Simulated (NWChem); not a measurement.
# BiF$_{3}$; SMILES [F][Bi]([F])[F]

All runs: NWChem. def2 effective core potentials on Bi; no spin-orbit coupling. Level Hartree-Fock/def2-SVP: optimisations from one semi-empirical or force-field start; each run changes one setting, and all end within 0.3 mHa of each other.

```csv
setting,optimisation steps
"redundant internal coordinates, default thresholds",3
no line search,4
tight thresholds,4
trust radius 0.05,4
loose thresholds,2
```
